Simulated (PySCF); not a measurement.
SMILES [CH](=C)[SnH3], B3LYP/def2-SVP optimised geometry.

```
9

Sn     0.10    -1.77     0.00
C     -0.65     0.25     0.00
C     -1.45     0.74    -0.96
H      1.82    -1.77     0.00
H     -0.45    -2.62     1.40
H     -0.49    -2.56    -1.42
H     -0.36     0.90     0.83
H     -1.78     0.14    -1.81
H     -1.82     1.77    -0.93
```

Density from PySCF 2.14.0 with B3LYP/def2-TZVP, def2 effective core potentials past Kr at that geometry. The core electrons that the potentials of Sn replace are not part of the density.

Minimum of the electron density along straight lines between bonded atoms, close to the bond critical point (lines longer than 1.1 times the sum of covalent radii, or with two minima, are not listed):

| bond | length / Å | ρ at the minimum / e bohr⁻³ | ∇²ρ there / e bohr⁻⁵ | position (fraction from the first atom) |
|---|---|---|---|---|
| Sn1–C2 | 2.155 | 0.104 | ___ | 0.51 |
| C2–C3 | 1.338 | ___ | -1.05 | 0.50 |
| Sn1–H4 | 1.722 | 0.111 | 0.08 | 0.63 |
| Sn1–H5 | 1.722 | 0.111 | 0.08 | 0.63 |
| Sn1–H6 | 1.721 | 0.111 | 0.08 | 0.63 |
| C2–H7 | 1.098 | 0.276 | -0.94 | 0.65 |
| C3–H8 | 1.096 | 0.279 | -0.97 | 0.65 |
| C3–H9 | 1.098 | 0.277 | -0.96 | 0.65 |

Complete the blanks.


- Sn1–C2, ∇²ρ there / e bohr⁻⁵: 0.12
- C2–C3, ρ at the minimum / e bohr⁻³: 0.348
